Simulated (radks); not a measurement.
Results of a calculation; reference values are marked as such.
N-, 8 electrons, occupied as [He] 2s2 2p4. Code: a radial shooting solver on a logarithmic mesh with Libxc functionals. Model: scalar-relativistic Kohn-Sham, LDA (Slater exchange, VWN5 correlation), spin-polarised, spherical densities, point nucleus; open shells are filled with parallel spins first; hard spherical wall at 8 bohr.

Local quantities along the radius. ELF = 1/(1 + alpha^2) is the electron localisation function; alpha = (tau - tau_W)/tau_unif compares the Pauli kinetic energy density with that of the uniform gas (summed over spins); 4 pi r^2 rho is in e/bohr; s = |grad rho|/(2 (3 pi^2)^(1/3) rho^(4/3)) is the reduced gradient; r v_xc is r times the local exchange-correlation potential of spin up (hartree bohr). tau is taken from the large components.

r (bohr)    ELF     alpha  4 pi r^2 rho       s    r v_xc
0.01005   1.000  0.002388        0.2255  0.4092  -0.05692
0.01257   1.000  0.002500        0.3406  0.4124  -0.07038
0.0156    1.000  0.002645        0.5026  0.4169  -0.08614
0.01952   1.000  0.002847        0.7444  0.4233   -0.1058
0.02441   1.000  0.003125         1.087  0.4319   -0.1295
0.03054   1.000  0.003516         1.562  0.4431   -0.1575
0.03821   1.000  0.004080         2.196  0.4578   -0.1902
0.04781   1.000  0.004921         3.007  0.4770   -0.2278
0.05933   1.000  0.006177         3.947  0.5012   -0.2683
0.07423   1.000  0.008306         5.028  0.5341   -0.3139
0.09287   1.000   0.01207         6.091  0.5781   -0.3613
0.1162    1.000   0.01930         6.936  0.6376   -0.4077
0.1454    0.999   0.03478         7.318  0.7193   -0.4490
0.1819    0.995   0.07229         7.039  0.8322   -0.4805
0.2275    0.970    0.1767         6.074  0.9852   -0.4975
0.2824    0.811    0.4820         4.718   1.161   -0.4989
0.3533    0.336     1.405         3.341   1.274   -0.4921
0.442     0.109     2.860         2.493   1.035   -0.4996
0.5529    0.142     2.455         2.403  0.5215   -0.5479
0.6917    0.441     1.125         2.866  0.3281   -0.6317
0.8654    0.749    0.5782         3.378  0.3992   -0.7205
1.074     0.844    0.4297         3.489  0.5319   -0.7858
1.344     0.856    0.4104         3.069  0.6901   -0.8183
1.681     0.817    0.4733         2.292  0.8745   -0.8111
2.103     0.713    0.6341         1.476   1.097   -0.7687
2.631     0.529    0.9430        0.8422   1.363   -0.7018
3.292     0.322     1.452        0.4398   1.679   -0.6230
4.085     0.179     2.143        0.2202   2.095   -0.5435
5.111     0.088     3.212       0.09501   3.021   -0.4549
6.395     0.025     6.291       0.02597   7.046   -0.3342

On this mesh the ELF has minima near r = 0.49 bohr, which separate the shells, and maxima near 1.2 (0.86).
